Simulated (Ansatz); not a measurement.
Two structures of AlN₂H₄Cl, closed shell, reached by relaxing down either side of one saddle point (PBE0-D4/def2-TZVP). Energies are electronic, without zero-point energy. Program: Ansatz 0.2.0. Basis: def2-TZVPP and def2-QZVPP. Cores are frozen in the correlated methods. Extrapolation: Hartree–Fock as exp(−7.88 √X), correlation as X^−2.97. First:

Al1  (-0.290, 0.275, 0.287)
N2  (0.869, 1.092, -0.752)
N3  (-0.468, -1.472, 0.356)
H4  (0.065, -2.139, -0.177)
Cl5  (-1.527, 1.449, 1.511)
H6  (1.511, 0.644, -1.382)
H7  (0.973, 2.092, -0.791)
H8  (-1.132, -1.942, 0.948)
(Å)

Second:

```csv
atom,x (Å),y (Å),z (Å)
Al1,-0.7571,0.0511,0.5518
N2,0.7780,0.5091,-0.6315
N3,-0.4916,-1.6095,0.5467
H4,1.0738,-0.4666,-0.7372
Cl5,-1.6791,1.8907,1.0202
H6,0.5625,0.9026,-1.5409
H7,1.5311,1.0540,-0.2260
H8,-1.0177,-2.3315,1.0169
```

(1) Which bonds change from the first to the second?

(2) Give the saddle point's structure and its height above each. (To be estimated.)

T1 diagnostic: at most 0.018.

Answers

(1) AlN₂H₄Cl ([NH2][Al]([NH2])[Cl]) → AlNHCl ([NH][Al][Cl]) + NH₃ (still joined by a long Al–N bond); bonds formed: N2–H4; bonds broken: N3–H4; bonds weakened to dative contacts: Al1–N2.

(2) By the calculation: 2.615 eV above the first and 0.313 eV above the second (CCSD(T) at an estimated basis limit (MP2 extrapolated from triple and quadruple zeta, plus CCSD(T) − MP2 in triple zeta)).
```csv
atom,x (Å),y (Å),z (Å)
Al1,-0.7537,0.2711,0.5240
N2,0.7741,0.4992,-0.6274
N3,-0.3796,-1.3799,0.4379
H4,0.6287,-0.6684,-0.3864
Cl5,-1.8797,1.9094,1.1653
H6,0.6674,0.7450,-1.6026
H7,1.6385,0.8961,-0.2839
H8,-0.6957,-2.2725,0.7731
```

Labels in which every atom is bracketed show which atoms are joined, not bond orders.

For scale, one of the runs: CCSD(T)/def2-TZVPP, 202 basis functions, launched by `ansatz run in.yaml --threads 4 --pin off --events-out ev --progress --plain --max-ram 9574MiB`. The run took 39 s on 4 CPU threads of an Arm Neoverse V1 (shared host), with 2.4 GiB of host memory at its peak.
